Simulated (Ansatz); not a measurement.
```yaml
crystal:
  periodic: [false, false, false]
  atoms:
    - {symbol: C, position_ang: [-3.403221, -1.053800, -0.309778]}
    - {symbol: Si, position_ang: [0.321032, -0.716605, 1.201105]}
    - {symbol: F, position_ang: [0.177808, 0.062542, 4.599107]}
    - {symbol: Cl, position_ang: [2.607506, -4.556785, 0.828429]}
    - {symbol: N, position_ang: [2.221090, 2.013794, -0.483422]}
    - {symbol: C, position_ang: [4.379895, 3.152026, -1.477963]}
    - {symbol: O, position_ang: [6.402221, 4.343164, -2.480593]}
    - {symbol: H, position_ang: [-4.625783, -2.774115, 0.836271]}
    - {symbol: H, position_ang: [-4.583208, 1.025503, -0.061622]}
    - {symbol: H, position_ang: [-3.314296, -1.608358, -2.644934]}
basis:
  gaussian: {orbitals: aug-pcseg-2}
hamiltonian: {xc: {name: PBEsol}, pseudopotentials: {relativity: scalar}}
output: {forces: true}
```

```sh
$ ansatz run in.yaml --threads 2 --pin off --events-out ev --progress --plain --max-ram 32768MiB --backend cuda --devices 0, --max-vram 18GiB
```

Shortened log:

```
Functional definition: PBEsol
1814 factors; their error is unknown
mean field evaluation 1: about -28596.7795 eV, gradient 1.6e2 eV
mean field evaluation 2: about -26404.6594 eV, gradient 4.2e2 eV
mean field evaluation 4: about -27949.9494 eV, gradient 2.7e2 eV
mean field evaluation 8: about -28707.7698 eV, gradient 1.6e1 eV
mean field evaluation 16: about -28712.4605 eV, gradient 1.4e0 eV
mean field evaluation 32: about -28712.4290 eV, gradient 4.3e-2 eV
mean field evaluation 96: about -28712.4261 eV, gradient 2.3e-2 eV
mean field evaluation 224: about -28712.4223 eV, gradient 2.1e-2 eV
mean field evaluation 256: about -28712.4234 eV, gradient 1.3e-9 eV
mean field -28712.42902931 eV, -1055.1623048436 hartree, gradient 2.5e-6 eV, S^2 0.000000; 8 other end points of the search recorded, 0 dependent functions left out
reference -28712.42917215 eV, -1055.1623100930 hartree; 35, 35 occupied and 364, 364 virtual orbitals, 1814 factors
Total energy: -28712.42917215 eV, -1055.1623100930 hartree
Relativity: scalar
Atom 0 at    -3.403221    -1.053800    -0.309778 Å, force    -1.632477    -0.129727    -0.663914 eV/Å
Atom 1 at     0.321032    -0.716605     1.201105 Å, force     0.308917     0.446120     0.576502 eV/Å
Atom 2 at     0.177808     0.062542     4.599107 Å, force     0.027170    -0.224352    -1.090715 eV/Å
Atom 3 at     2.607506    -4.556785     0.828429 Å, force    -0.203437     0.337242     0.013767 eV/Å
Atom 4 at     2.221090     2.013794    -0.483422 Å, force     1.188040     0.281287    -0.376093 eV/Å
Atom 5 at     4.379895     3.152026    -1.477963 Å, force     0.548647     0.409018    -0.342051 eV/Å
Atom 6 at     6.402221     4.343164    -2.480593 Å, force    -2.182284    -1.289148     1.092619 eV/Å
Atom 7 at    -4.625783    -2.774115     0.836271 Å, force     1.021794     1.411382    -0.930139 eV/Å
Atom 8 at    -4.583208     1.025503    -0.061622 Å, force     0.977663    -1.696240    -0.195718 eV/Å
Atom 9 at    -3.314296    -1.608358    -2.644934 Å, force    -0.054033     0.454418     1.915742 eV/Å
Dipole moment:    -1.356427     0.020336    -0.932573 e Å
```

In this input the geometry is stretched to more than twice its size. The calculation finished and met its thresholds. The result belongs to that input, not to the molecule as meant.
